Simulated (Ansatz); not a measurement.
Reactions of `[SiH3][O][Ge][O][SiH3]`.

Program: Ansatz. Geometries: PBE0-D4/def2-TZVP. ΔE: electronic, gas phase. CBS: MP2 limit from def2 TZ/QZ plus the TZ coupled-cluster correction, frozen cores. This one scheme is used for every species. def2 core potentials past Kr. For As, Ge, Te outer-core shells are correlated without core-valence functions, which leaves a few kJ/mol of doubt a bond. Scalar relativity is left out up to krypton. Each species was taken in one conformer, which may not be the lowest.

Order these by ΔE at CCSD(T)/CBS, lowest first. (An estimate is asked.)
A. `[SiH3][O][Ge][O][SiH3]` + `O[AsH2]` → `[SiH3]O[AsH2]` + `[OH][Ge][O][SiH3]`
B. `[SiH3][O][Ge][O][SiH3]` + `N=CF` → `F/C=N/[SiH3]` + `[OH][Ge][O][SiH3]`
C. `[SiH3][O][Ge][O][SiH3]` + `OC[TeH]` → `OC([SiH3])[TeH]` + `[OH][Ge][O][SiH3]`
D. `[SiH3][O][Ge][O][SiH3]` + `[SiH3]P` → `[SiH3]P[SiH3]` + `[OH][Ge][O][SiH3]`
E. `[SiH3][O][Ge][O][SiH3]` + `N[SiH2]S` → `[NH2][Ge][O][SiH3]` + `[SiH3]O[SiH2]S`
F. `[SiH3][O][Ge][O][SiH3]` + `B[Si](O)(F)Cl` → `B[Si](F)(Cl)O[SiH3]` + `[OH][Ge][O][SiH3]`
G. `[SiH3][O][Ge][O][SiH3]` + `[AlH2][CH2][SiH3]` → `[SiH3][CH2][AlH][SiH3]` + `[OH][Ge][O][SiH3]`

E (-26.5 kJ/mol), F (-5.2 kJ/mol), A (+5.9 kJ/mol), B (+51.8 kJ/mol), D (+69.3 kJ/mol), G (+94.2 kJ/mol), C (+107.1 kJ/mol).

Largest T1 diagnostic: 0.015, for `[OH][Ge][O][SiH3]`.
